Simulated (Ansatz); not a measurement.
`FC(I)[SiH2]Cl` → `[CH]F` + `Cl[SiH2]I` at 298.15 K and 1 bar (formal loss of a carbene).

Program: Ansatz. Geometries: PBE0-D4/def2-TZVP. ΔE: electronic, gas phase. CCSD(T)/CBS adds triple-zeta CCSD(T) − MP2 to the extrapolated MP2 energy (def2 sets, frozen cores). This one scheme is used for every species. def2 core potentials past Kr. For I outer-core shells are correlated without core-valence functions, which leaves a few kJ/mol of doubt a bond. Each species was taken in one conformer, which may not be the lowest.

| species | CCSD(T)/CBS energy (Eh) | H − E (kJ/mol) | S (J/(mol·K)) |
| --- | --- | --- | --- |
| `FC(I)[SiH2]Cl` | -1185.97963 | 121.6 | 369.3 |
| `[CH]F` | -138.29972 | 42.7 | 223.2 |
| `Cl[SiH2]I` | -1047.58245 | 65.6 | 313.2 |

H − E and S are ideal-gas, rigid-rotor, harmonic terms from PBE0-D4/def2-TZVP, for one conformer and one mirror image of each species. 1 Eh = 2625.50 kJ/mol, R = 8.31446 J/(mol·K).

**Question.** By hand: ΔE, ΔH, ΔS and ΔG.

**Answer.** ΔE = (-138.29972) + (-1047.58245) − (-1185.97963) = 0.09746 Eh = 255.9 kJ/mol. Δ(H − E) = 42.7 + 65.6 − 121.6 = -13.3, so ΔH = 242.6 kJ/mol. ΔS = 223.2 + 313.2 − 369.3 = 167.1 J/(mol·K). ΔG = 242.6 − 298.15 × (167.1)/1000 = 192.8 kJ/mol.

**Question.** By hand: the equilibrium constant, and the temperature at which ΔG would vanish if ΔH and ΔS stayed fixed.

**Answer.** log₁₀ K = −ΔG/(RT ln 10) = -33.8. ΔG = 0 at ΔH/ΔS = 1452 K.

The number of gas molecules changes by +1, which sets the sign of ΔS. A doubt of 5 kJ/mol in ΔE shifts log₁₀ K by 0.9 here. Other conformers and mirror images would add mixing entropy, several J/(mol·K) or more a flexible species. Modes under 60 cm⁻¹, often nearly free rotors, make the harmonic entropy too high. These are equilibria of isolated gas molecules and say nothing of rates. Largest T1 diagnostic: 0.018 (customary marks: 0.02 for closed shells, 0.045 for open ones).
